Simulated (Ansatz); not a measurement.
Method: Ansatz (an electronic-structure program) with PBE0-D3(BJ)/def2-TZVP. No frequencies were computed at this level.

Ansatz 0.2 input:
```yaml
crystal:
  periodic: [false, false, false]
  atoms:
    - { symbol: Si, position_ang: [1.694321, 0.079631, 0.031102] }
    - { symbol: C, position_ang: [-0.061167, -0.576293, -0.13822] }
    - { symbol: C, position_ang: [-1.14776, 0.295166, -0.704501] }
    - { symbol: C, position_ang: [-1.158089, -0.051701, 0.746294] }
    - { symbol: H, position_ang: [2.383652, -0.655816, 1.094309] }
    - { symbol: H, position_ang: [2.400271, -0.097615, -1.240388] }
    - { symbol: H, position_ang: [1.643682, 1.503626, 0.371202] }
    - { symbol: H, position_ang: [-0.144242, -1.628034, -0.390269] }
    - { symbol: H, position_ang: [-1.888378, -0.157777, -1.347881] }
    - { symbol: H, position_ang: [-0.899532, 1.30844, -0.984294] }
    - { symbol: H, position_ang: [-0.916916, 0.72465, 1.457448] }
    - { symbol: H, position_ang: [-1.905843, -0.744278, 1.105198] }
basis:
  gaussian: { orbitals: def2-tzvp }
hamiltonian:
  xc: pbe0
  dispersion: d3bj
relax:
  max_steps: 150
```

Output:

```
Functional definition: PBE0
1160 factors; their error is unknown
mean field evaluation 1: about -11104.1971 eV, gradient 5.8e1 eV
mean field evaluation 2: about -11096.9824 eV, gradient 7.8e1 eV
mean field evaluation 4: about -11112.2049 eV, gradient 2.0e0 eV
mean field evaluation 8: about -11112.2127 eV, gradient 1.9e-2 eV
mean field evaluation 16: about -11112.2303 eV, gradient 2.4e-5 eV
mean field -11112.23028143 eV, -408.3669307024 hartree, gradient 2.2e-5 eV, S^2 0.000000; 0 other end points of the search recorded, 0 dependent functions left out
reference -11112.23031471 eV, -408.3669319252 hartree; 20, 20 occupied and 158, 158 virtual orbitals, 1160 factors
relax step   1: F+E_penalty+E_count = -11112.43586277 eV  Δ(F+E_penalty+E_count) = +0.000e0 eV  max|allowed force component| = 9.981e-1 eV/Å  Δτ_max = 0.0000 Å  (28 SCF iters, accepted)
these checks for a lower state are left out or cut short: starts, cluster_reference, orbital_swaps, neighbouring_geometries, increment
1160 factors; their error is unknown
mean field -11112.25777469 eV, -408.3679410609 hartree, gradient 1.3e-5 eV, S^2 0.000000; 0 other end points of the search recorded, 0 dependent functions left out
reference -11112.25780793 eV, -408.3679422826 hartree; 20, 20 occupied and 158, 158 virtual orbitals, 1160 factors
relax step   2: F+E_penalty+E_count = -11112.46322506 eV  Δ(F+E_penalty+E_count) = -2.736e-2 eV  max|allowed force component| = 3.698e-1 eV/Å  Δτ_max = 0.0305 Å  (31 SCF iters, accepted)
these checks for a lower state are left out or cut short: starts, cluster_reference, orbital_swaps, neighbouring_geometries, increment
1160 factors; their error is unknown
mean field evaluation 32: about -11112.2613 eV, gradient 1.2e-5 eV
mean field -11112.26134477 eV, -408.3680722590 hartree, gradient 1.2e-5 eV, S^2 0.000000; 0 other end points of the search recorded, 0 dependent functions left out
reference -11112.26137794 eV, -408.3680734779 hartree; 20, 20 occupied and 158, 158 virtual orbitals, 1160 factors
relax step   3: F+E_penalty+E_count = -11112.46737066 eV  Δ(F+E_penalty+E_count) = -4.146e-3 eV  max|allowed force component| = 5.146e-2 eV/Å  Δτ_max = 0.0224 Å  (31 SCF iters, accepted)
these checks for a lower state are left out or cut short: starts, cluster_reference, orbital_swaps, neighbouring_geometries, increment
1160 factors; their error is unknown
mean field -11112.26157001 eV, -408.3680805363 hartree, gradient 1.2e-5 eV, S^2 0.000000; 0 other end points of the search recorded, 0 dependent functions left out
reference -11112.26160317 eV, -408.3680817552 hartree; 20, 20 occupied and 158, 158 virtual orbitals, 1160 factors
relax step   4: F+E_penalty+E_count = -11112.46758890 eV  Δ(F+E_penalty+E_count) = -2.182e-4 eV  max|allowed force component| = 3.467e-2 eV/Å  Δτ_max = 0.0045 Å  (31 SCF iters, accepted)
these checks for a lower state are left out or cut short: starts, cluster_reference, orbital_swaps, neighbouring_geometries, increment
1160 factors; their error is unknown
mean field -11112.26152503 eV, -408.3680788836 hartree, gradient 1.2e-5 eV, S^2 0.000000; 0 other end points of the search recorded, 0 dependent functions left out
reference -11112.26155820 eV, -408.3680801023 hartree; 20, 20 occupied and 158, 158 virtual orbitals, 1160 factors
relax step   5: F+E_penalty+E_count = -11112.46768020 eV  Δ(F+E_penalty+E_count) = -9.129e-5 eV  max|allowed force component| = 1.848e-2 eV/Å  Δτ_max = 0.0094 Å  (31 SCF iters, accepted)
these checks for a lower state are left out or cut short: starts, cluster_reference, orbital_swaps, neighbouring_geometries, increment
1160 factors; their error is unknown
mean field -11112.26153236 eV, -408.3680791528 hartree, gradient 1.2e-5 eV, S^2 0.000000; 0 other end points of the search recorded, 0 dependent functions left out
reference -11112.26156552 eV, -408.3680803716 hartree; 20, 20 occupied and 158, 158 virtual orbitals, 1160 factors
relax step   6: F+E_penalty+E_count = -11112.46769050 eV  Δ(F+E_penalty+E_count) = -1.031e-5 eV  max|allowed force component| = 4.760e-3 eV/Å  Δτ_max = 0.0020 Å  (32 SCF iters, accepted)
1160 factors; their error is unknown
mean field evaluation 64: about -11112.2615 eV, gradient 1.2e-5 eV
mean field -11112.26153236 eV, -408.3680791528 hartree, gradient 1.2e-5 eV, S^2 0.000000; 1 other end points of the search recorded, 0 dependent functions left out
reference -11112.26156552 eV, -408.3680803716 hartree; 20, 20 occupied and 158, 158 virtual orbitals, 1160 factors
Total energy: -11112.46772367 eV, -408.3756565436 hartree
Atom 0 at     1.665040     0.057111     0.025509 Å, force    -0.002865     0.001290     0.000288 eV/Å
Atom 1 at    -0.063509    -0.587662    -0.140955 Å, force    -0.002287    -0.004760    -0.001154 eV/Å
Atom 2 at    -1.145117     0.301877    -0.701765 Å, force     0.001132     0.002157    -0.000133 eV/Å
Atom 3 at    -1.155431    -0.044487     0.746925 Å, force     0.001123     0.001860     0.001109 eV/Å
Atom 4 at     2.412074    -0.650990     1.100912 Å, force     0.000316     0.000165    -0.000790 eV/Å
Atom 5 at     2.428764    -0.090416    -1.243711 Å, force     0.000304    -0.000212     0.000783 eV/Å
Atom 6 at     1.588696     1.504124     0.370929 Å, force     0.002277     0.001687     0.000419 eV/Å
Atom 7 at    -0.157847    -1.639748    -0.393167 Å, force    -0.000353    -0.001291    -0.000311 eV/Å
Atom 8 at    -1.888459    -0.156400    -1.342198 Å, force     0.001241    -0.000134    -0.000676 eV/Å
Atom 9 at    -0.880496     1.315204    -0.981540 Å, force    -0.001058    -0.000033    -0.000603 eV/Å
Atom 10 at    -0.897866     0.731866     1.458308 Å, force    -0.001066    -0.000299     0.000509 eV/Å
Atom 11 at    -1.905851    -0.740480     1.100752 Å, force     0.001233    -0.000429     0.000559 eV/Å
Dipole moment:    -0.192989    -0.066523    -0.017279 e Å
```

Cost: very roughly 30 core-seconds.
